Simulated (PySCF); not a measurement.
**Spin states and ions at one geometry of Tl2F2**

PySCF 2.14.0, RKS B3LYP, Tl def2-SVP with ECP60, F def2-SVP; non-relativistic Hamiltonian with scalar-relativistic core potentials where named; density fitting; no spin-orbit coupling; singlets restricted, open shells unrestricted. The geometry is relaxed for charge 0, singlet, vacuum:

```xyz
4

Tl    0.0000    0.0000    1.8475
Tl    0.0000    0.0000   -1.8475
F     1.3933    0.0000    0.0000
F    -1.3933    0.0000    0.0000
```

Energies count from the relaxed state; an electron taken off or put on is at rest in vacuum. Charges and spins are Mulliken's.

| state | energy (eV) | spin squared | charge on Tl1 (e) | spin on Tl1 (e) | dipole about the centre of mass (D) |
| --- | --- | --- | --- | --- | --- |
| charge 0, singlet, vacuum | 0.00 | 0.00 | 0.48 | 0.00 | 0.00 |
| charge +1, doublet, vacuum | 9.18 | 0.76 | 0.85 | 0.24 | 0.00 |
| charge -1, doublet, vacuum | 0.25 | 0.75 | -0.01 | 0.47 | 0.00 |

Question: What does the state charge 0, triplet, vacuum give?

Answer: energy (eV) 5.22, spin squared 2.01, charge on Tl1 (e) 0.34, spin on Tl1 (e) 0.76, dipole about the centre of mass (D) 0.00.

With an electron taken off (doublet) the charges change, summed by element, by Tl +0.74 e, F +0.26 e. The vertical ionisation energy is 9.18 eV, against −ε(HOMO) = 7.06 eV of the relaxed state. The level lies 2.1 eV too high, as is usual for semilocal functionals and global hybrids, which keep a self-interaction error.

With an electron put on (doublet) the charges change, summed by element, by Tl -0.98 e, F -0.02 e. The vertical electron affinity is -0.25 eV, against −ε(LUMO) = 1.38 eV of the relaxed state. The basis has no diffuse functions, which an added electron needs. The added electron's level lies above zero.

Open shells may have lower solutions than those found.

A frequency check found unstable modes (1, the lowest at -5 cm⁻¹), so the relaxed geometry is a saddle point, or these are noise.
